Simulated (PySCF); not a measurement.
# Structure from 2D NMR

Compound of formula C$_{7}$H$_{10}$N$_{2}$. Correlations simulated from computed shifts and the bond graph:

HSQC (one-bond C–H):
```
  δH     δC
8.42  157.5
6.17  109.6
2.89   41.0
```

COSY cross peaks (H two or three bonds apart, from the bond graph; peaks can be absent where the dihedral angle is near 90°):
```
  δH    δH
8.42  6.17
```

HMBC (two and three bonds, from the bond graph):
```
  δH                   δC
8.42  158.0, 157.5, 109.6
6.17  158.0, 157.5, 109.6
2.89          158.0, 41.0
```

Carbons without hydrogens: δ 158.0.

In vacuum, a single conformation, one averaged value for each set of equivalent atoms, relativity neglected. σ from GIAO-wB97X-D/pcSseg-1; structure optimised with PBE0-D3(BJ)/def2-SVP; PySCF 2.14.0 with density-fitted response routines.

Referencing at the same level of theory: $^{1}$H (σ = 31.38 ppm), $^{13}$C (σ = 184.54 ppm) against TMS.

Exchangeable hydrogens are left out of these lists.

Which molecule is this?

Answers

SMILES CN(C)c1ccncc1.

Structure with atom numbers: `[CH3:1][N:2]([CH3:3])[c:4]1[cH:5][cH:6][n:7][cH:8][cH:9]1` (H(Xn): hydrogen on atom n).

1. δC 158.0 is C4, an aromatic carbon bearing nitrogen.
2. δC 157.5 is C6/C8, an aromatic CH next to a ring nitrogen (δH 8.42).
3. δC 109.6 is C5/C9, an aromatic CH (δH 6.17).
4. δC 41.0 is C1/C3, a methyl carbon bonded to N (δH 2.89).
5. HMBC from δH 8.42 reaches the proton-free carbon C4.
6. HMBC from δH 6.17 reaches the proton-free carbon C4.
7. HMBC from δH 2.89 reaches the proton-free carbon C4.
8. COSY links 8.42–6.17.

This is the structure that produced the data.

Shifts are as computed. Against solution values, carbons near 30 ppm lie about +1 ppm off and those near 130 ppm about +6 ppm. Of 1211 compounds with measured shifts, 218 miss one by over three times the rms of a fit or turn the order of signals round; such compounds aren't used in these exercises.
